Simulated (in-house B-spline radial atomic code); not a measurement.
S²⁺ is squeezed into an impenetrable sphere of radius R (the orbitals vanish at R). Method: non-relativistic PBE, spin-polarised, spherical fractional occupations, point nucleus. Calculated with an all-electron radial atomic-structure program (B-spline basis).

Energies in eV above the free ion in [Ne] 3s2 3p2:

| R (bohr) | highest level (eV) | [Ne] 3s2 3p2 | [Ne] 3s1 3p3 | [Ne] 3s2 3p1 3d1 | -dE/dV in [Ne] 3s2 3p2 (GPa) |
| --- | --- | --- | --- | --- | --- |
| 8.01 | -29 | 5.38e-05 | 7.142 | 15.24 | 0.000193 |
| 6.26 | -29 | 0.004935 | 7.148 | 15.31 | 0.0273 |
| 5.08 | -28.9 | 0.08961 | 7.239 | 15.67 | 0.716 |
| 4.43 | -28.6 | 0.4174 | 7.594 | 16.41 | 4.27 |
| 3.48 | -26.4 | 3.66 | 11.05 | 20.99 | 58.3 |
| 3.12 | -24 | 8.171 | 15.78 | 26.32 | 160 |
| 2.72 | -18.8 | 19.83 | 27.86 | 38.98 | 511 |
| 2.15 | -0.027 | 71.11 | 80.1 | 90.44 | 3030 |
| 1.72 | 39 | 196.4 | 205.4 | 209.7 | 14100 |
| 1.27 | 161 | 649.9 | 649.5 | 627.9 | 101000 |

Problem. Does [Ne] 3s1 3p3 fall below [Ne] 3s2 3p2 under compression?

Solution. Yes, between R = 1.72 and 1.27 bohr the order changes (near 1.29 bohr by linear interpolation).

Problem. Does [Ne] 3s2 3p1 3d1 fall below [Ne] 3s2 3p2 under compression?

Solution. Yes, between R = 1.72 and 1.27 bohr the order changes (near 1.55 bohr by linear interpolation).

The highest level is first positive in the row R = 1.72 bohr, pushed up by confinement above the zero of the free ion's potential. Each configuration is held fixed and needn't be the lowest in the sphere.
